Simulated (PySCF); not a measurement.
PySCF job for Si(OH)3(SeH) (H₄O₃SeSi), SMILES O[Si](O)(O)[SeH], PBE0-D3(BJ)/def2-SVP. Coordinates come from a PBE0-D3(BJ)/def2-SVP optimisation. Other conformers were not sampled.

```python
import numpy as np
from pyscf import gto, scf, dft, df
from pyscf.hessian import thermo

mol = gto.M(
    atom='''
    O    -1.05108346    1.58922337   -1.02505618
    Si   -0.78975746    0.16688437   -0.23175389
    O    -1.59842235    0.24053558    1.20007224
    O    -1.29817822   -1.00159355   -1.28808100
    Se    1.33340016   -0.26205574    0.43876996
    H    -1.07044078    1.53098003   -1.98505733
    H    -2.34674581    0.84675109    1.20713007
    H    -1.06188061   -1.90426565   -1.05302230
    H     1.78153824   -0.52527473   -0.93815524
    ''',
    basis='def2-SVP',
    charge=0,
    spin=0,
    max_memory=1600,
    verbose=3,
)
mf = dft.RKS(mol, xc='pbe0').density_fit(auxbasis='def2-universal-jkfit')
mf.disp = 'd3bj'
mf.grids.level = 3
mf.conv_tol = 1e-11
mf.max_cycle = 100
mf.kernel()

# [left out here: the lines that compute and print the analytic Hessian (its translational invariance restored by hand, since the grid's response is missing), thermochemistry and intensities]
```

Output:

```
converged SCF energy = -2918.09776891392

WARN: DFTD3 does not support analytical Hessian, using finite difference


WARN: Mole.unit (angstrom) is changed to Bohr

Mode                                 0                   1                   2
Irrep
Freq [cm^-1]                      129.6492            168.3842            192.3431
Reduced mass [au]                   2.0292              5.3174              1.5547
Force const [Dyne/A]                0.0201              0.0888              0.0339
Char temp [K]                     186.5364            242.2674            276.7388
Normal mode                   x     y     z       x     y     z       x     y     z
       0   O                 0.09 -0.02 -0.05    0.14 -0.00  0.04    0.00  0.00 -0.01
       1  Si                 0.01 -0.01 -0.01   -0.02 -0.03  0.03   -0.01  0.03  0.04
       2   O                 0.06 -0.06  0.02   -0.13 -0.03 -0.03   -0.08  0.03 -0.01
       3   O                -0.10  0.04 -0.02   -0.05 -0.02  0.03    0.08 -0.01  0.04
       4  Se                -0.01  0.01  0.01    0.01  0.02 -0.02    0.00 -0.02 -0.02
       5   H                -0.41 -0.19 -0.03    0.27  0.06  0.04   -0.21 -0.10 -0.00
       6   H                 0.01 -0.12  0.06   -0.05  0.06 -0.06    0.03  0.17  0.01
       7   H                -0.18  0.01 -0.05   -0.19 -0.04  0.09    0.37  0.04 -0.06
       8   H                 0.13  0.43 -0.02   -0.08 -0.00 -0.04    0.06  0.62 -0.12
Mode                                 3                   4                   5
Irrep
Freq [cm^-1]                      223.0191            231.0326            259.5181
Reduced mass [au]                   1.1900              1.4348              6.5823
Force const [Dyne/A]                0.0349              0.0451              0.2612
Char temp [K]                     320.8749            332.4044            373.3888
Normal mode                   x     y     z       x     y     z       x     y     z
       0   O                 0.01  0.01 -0.00    0.01 -0.01 -0.06    0.11  0.01  0.01
       1  Si                -0.00  0.01 -0.02    0.00  0.04  0.05    0.01 -0.00  0.02
       2   O                 0.07  0.01  0.01   -0.04 -0.01  0.02    0.07 -0.03  0.05
       3   O                -0.02 -0.03  0.04    0.05  0.05  0.01    0.10 -0.03  0.01
       4  Se                -0.02 -0.00 -0.00    0.01 -0.01 -0.01   -0.06  0.01 -0.02
       5   H                 0.60  0.18 -0.02   -0.18 -0.19 -0.05   -0.06 -0.04  0.01
       6   H                -0.27 -0.41 -0.06   -0.46 -0.53 -0.16    0.11  0.02  0.16
       7   H                 0.17  0.01  0.01   -0.10  0.03  0.10    0.14 -0.01  0.05
       8   H                 0.09  0.39 -0.04   -0.19 -0.20 -0.04   -0.11 -0.18 -0.00
Mode                                 6                   7                   8
Irrep
Freq [cm^-1]                      307.2466            340.5868            356.7591
Reduced mass [au]                   3.7048              1.5342              1.7663
Force const [Dyne/A]                0.2061              0.1049              0.1325
Char temp [K]                     442.0595            490.0285            513.2969
Normal mode                   x     y     z       x     y     z       x     y     z
       0   O                 0.02 -0.08  0.01   -0.04 -0.05 -0.07    0.01 -0.01 -0.09
       1  Si                -0.02 -0.07  0.05   -0.00  0.02  0.03   -0.03  0.04  0.01
       2   O                 0.01  0.10  0.06   -0.00 -0.03  0.04   -0.02 -0.09  0.02
       3   O                -0.00  0.05 -0.11    0.06  0.06 -0.04   -0.06  0.04  0.03
       4  Se                 0.00  0.01 -0.00   -0.00 -0.00 -0.00    0.01  0.00  0.01
       5   H                 0.13 -0.13  0.02    0.40 -0.08 -0.07    0.25 -0.12 -0.09
       6   H                -0.08 -0.00 -0.09    0.18  0.19  0.19    0.13  0.09  0.25
       7   H                 0.16  0.02 -0.38   -0.50 -0.02  0.22    0.46  0.10 -0.28
       8   H                -0.06  0.01 -0.02    0.00  0.23 -0.04   -0.02 -0.25  0.04
Mode                                 9                  10                  11
Irrep
Freq [cm^-1]                      464.0239            672.9297            791.1899
Reduced mass [au]                   7.2634              1.0709              2.4913
Force const [Dyne/A]                0.9215              0.2857              0.9189
Char temp [K]                     667.6271            968.1960           1138.3461
Normal mode                   x     y     z       x     y     z       x     y     z
       0   O                 0.04  0.06 -0.01    0.01 -0.01  0.01    0.02 -0.11  0.03
       1  Si                -0.13  0.01 -0.03   -0.01  0.00  0.01   -0.04  0.00 -0.01
       2   O                 0.01  0.02  0.06   -0.02  0.01  0.02    0.02  0.02 -0.11
       3   O                 0.03 -0.06 -0.06    0.02  0.02  0.01    0.04  0.07  0.07
       4  Se                 0.03 -0.01  0.01   -0.01 -0.00 -0.02    0.00 -0.00 -0.00
       5   H                -0.10  0.09 -0.01    0.01 -0.09  0.01   -0.11  0.30  0.02
       6   H                -0.05 -0.05  0.23   -0.05 -0.03 -0.08   -0.08 -0.13  0.46
       7   H                -0.05 -0.04  0.14   -0.02  0.02  0.03   -0.07  0.00 -0.13
       8   H                 0.02  0.00  0.01    0.88 -0.16  0.32    0.03 -0.01  0.01
Mode                                12                  13                  14
Irrep
Freq [cm^-1]                      815.6750            819.5848            859.1066
Reduced mass [au]                   1.3534              1.3453              2.1665
Force const [Dyne/A]                0.5305              0.5324              0.9421
Char temp [K]                    1173.5747           1179.2000           1236.0631
Normal mode                   x     y     z       x     y     z       x     y     z
       0   O                -0.00 -0.00  0.06   -0.02  0.10 -0.00    0.01  0.01  0.00
       1  Si                -0.02  0.01  0.01    0.00 -0.02  0.01   -0.08 -0.03 -0.02
       2   O                 0.04  0.02 -0.09    0.01  0.02 -0.04    0.06 -0.03 -0.02
       3   O                -0.02  0.00 -0.03    0.03 -0.04  0.04    0.05  0.08  0.09
       4  Se                 0.00  0.00  0.00   -0.00 -0.00 -0.00    0.00 -0.00  0.00
       5   H                 0.12 -0.64  0.09    0.08 -0.40  0.01    0.04 -0.16  0.01
       6   H                -0.00 -0.05  0.17   -0.06 -0.08  0.26    0.15  0.10 -0.60
       7   H                 0.19  0.17  0.43   -0.32 -0.27 -0.55   -0.06  0.01 -0.08
       8   H                -0.02  0.00 -0.01    0.02  0.01  0.01   -0.08  0.01 -0.03
Mode                                15                  16                  17
Irrep
Freq [cm^-1]                      966.8095            996.6401           2452.9192
Reduced mass [au]                   4.5787              6.2182              1.0204
Force const [Dyne/A]                2.5216              3.6391              3.6172
Char temp [K]                    1391.0237           1433.9432           3529.2046
Normal mode                   x     y     z       x     y     z       x     y     z
       0   O                 0.02 -0.11  0.07   -0.00  0.02 -0.04   -0.00  0.00  0.00
       1  Si                -0.01  0.12 -0.03   -0.03  0.02  0.13    0.00 -0.00 -0.00
       2   O                 0.00 -0.01  0.02    0.07 -0.02 -0.10    0.00 -0.00  0.00
       3   O                -0.01 -0.07 -0.03   -0.02 -0.06 -0.06   -0.00  0.00  0.00
       4  Se                 0.00 -0.00  0.00   -0.00 -0.00 -0.00    0.00 -0.00 -0.01
       5   H                 0.04 -0.16  0.08   -0.05  0.26 -0.05    0.00 -0.00 -0.00
       6   H                 0.05  0.05 -0.19    0.09  0.01 -0.17    0.00  0.00  0.00
       7   H                -0.13 -0.15 -0.26   -0.01 -0.05 -0.04    0.00  0.00 -0.00
       8   H                -0.02  0.01 -0.01    0.07 -0.01  0.03   -0.31  0.18  0.92
Mode                                18                  19                  20
Irrep
Freq [cm^-1]                     3917.4471           3927.3581           3933.4840
Reduced mass [au]                   1.0663              1.0667              1.0669
Force const [Dyne/A]                9.6416              9.6941              9.7254
Char temp [K]                    5636.3341           5650.5939           5659.4077
Normal mode                   x     y     z       x     y     z       x     y     z
       0   O                 0.00  0.00  0.00   -0.00 -0.00 -0.00    0.00  0.00  0.06
       1  Si                -0.00  0.00 -0.00   -0.00  0.00 -0.00   -0.00  0.00  0.00
       2   O                -0.05  0.04  0.00    0.01 -0.00 -0.00    0.00 -0.00 -0.00
       3   O                -0.00  0.01 -0.00   -0.01  0.06 -0.01   -0.00  0.00 -0.00
       4  Se                 0.00 -0.00  0.00   -0.00 -0.00 -0.00   -0.00  0.00 -0.00
       5   H                 0.00 -0.00 -0.03    0.00  0.00  0.07   -0.02 -0.04 -0.96
       6   H                 0.75 -0.60 -0.03   -0.08  0.07  0.00   -0.03  0.02  0.00
       7   H                 0.03 -0.10  0.02    0.23 -0.91  0.22    0.02 -0.06  0.01
       8   H                 0.00 -0.00 -0.00    0.00 -0.00 -0.00    0.00 -0.00 -0.00
temperature 298.1500 [K]
pressure 101325.00 [Pa]
Rotational constants [GHz] 3.90827 1.47636 1.42316
Symmetry number 1
Zero-point energy (ZPE) 0.05200 [Eh]   136528.045 [J/mol]
                           tot       elec      trans        rot        vib
Entropy [J/mol/K]       368.310      0.000    171.970    117.409     78.930
Cv [J/mol/K]            114.042      0.000     12.472     12.472     89.098
Cp [J/mol/K]            122.356      0.000     20.786     12.472     89.098
Internal energy [J/mol]                      3718.434   3718.434 150337.759
Internal energy [Eh]   -2918.03768  -2918.09777
Enthalpy [J/mol]                             6197.391   3718.434 150337.759
Enthalpy [Eh]          -2918.03673
Gibbs free energy [J/mol]                  -45075.551 -31287.026 126804.683
Gibbs free energy [Eh] -2918.07856
static polarisability / bohr^3: [[55.935 -5.13   2.35 ]
 [-5.129 42.096  0.35 ]
 [ 2.352  0.348 47.199]]
largest difference of analytic and finite-field dipole derivatives / e: 0.00139992405602829
mode   freq/cm-1   IR/(km/mol)   Raman/(A^4/amu)   depolarisation
   1      129.65        36.336             2.732            0.747
   2      168.38         0.722             1.388            0.698
   3      192.34        18.767             1.635            0.713
   4      223.02        16.361             4.188            0.736
   5      231.03       111.380             0.669            0.672
   6      259.52        17.662             5.433            0.366
   7      307.25        33.892             2.093            0.750
   8      340.59        40.485             2.753            0.738
   9      356.76        67.433             1.809            0.542
  10      464.02       185.279             4.104            0.021
  11      672.93        10.973             9.200            0.750
  12      791.19       147.125             6.450            0.069
  13      815.68       140.205             1.921            0.528
  14      819.58       191.489             1.678            0.734
  15      859.11       209.964             2.260            0.213
  16      966.81       176.514             1.302            0.509
  17      996.64       164.925             1.465            0.699
  18     2452.92        11.529           135.164            0.312
  19     3917.45       143.230           116.385            0.341
  20     3927.36        93.554            66.573            0.256
  21     3933.48       120.600            84.212            0.208
max |gradient| / (hartree/bohr): 4.711688477204511e-05
APT charges: [-0.8933  2.046  -0.8894 -0.9127 -0.3112  0.3177  0.3255  0.3246 -0.0073]
```

The run converged.

Cost: about 4 core-minutes (a rough figure).
